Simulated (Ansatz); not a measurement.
Program: Ansatz. Geometries: PBE0-D4/def2-TZVP. ΔE: electronic, gas phase. CBS: MP2 limit from def2 TZ/QZ plus the TZ coupled-cluster correction, frozen cores. DFT in def2-TZVPP. B3LYP here is the variant with VWN-RPA as its local correlation; programs differ in this. Elements past krypton have def2 core potentials. For Ge, I outer-core shells are correlated without core-valence functions, which leaves a few kJ/mol of doubt a bond. Scalar relativity is left out up to krypton. Each species was taken in one conformer, which may not be the lowest.

Reaction (substitution at a C–Ge bond): `C=C[CH2][Ge]([F])([O]C)[O]C` + HI → `C=CCI` + `C[O][GeH]([F])[O]C`

```tsv
level	ΔE (kcal/mol)	difference from CCSD(T)/CBS
r2SCAN-D4	10.2	0.3
PBE0-D4	10.5	0.6
B3LYP-D4	9.8	-0.1
ωB97X-V	11.0	1.1
ωB97M-V	11.1	1.2
B2PLYP	9.0	-0.9
PBE	8.3	-1.6
r2SCAN	9.5	-0.4
HF/def2-TZVPP	8.9	-1.0
SCS-MP2/def2-TZVPP	9.6	-0.3
CCSD/def2-TZVPP	11.5	1.6
CCSD(T)/def2-TZVPP	11.3	1.4
SCS-MP2/def2-QZVPP	8.8	-1.1
HF/CBS(def2)	8.5	-1.4
MP2/CBS(def2)	9.0	-0.9
CCSD/CBS(def2)	10.2	0.3
CCSD(T)/CBS	9.9	0
```

Largest T1 diagnostic among the species: 0.012.

In def2-TZVPP, CCSD(T) changes the Hartree–Fock value by +2.3 kcal/mol (the triples alone add −0.3 kcal/mol) and MP2 by +1.4 kcal/mol. The D4 term adds +1.7 kcal/mol with B3LYP and +1.2 kcal/mol with PBE0; it sums over pairs of atoms, weighted by their polarisabilities, and B3LYP, whose exchange is more repulsive, gets the larger term.
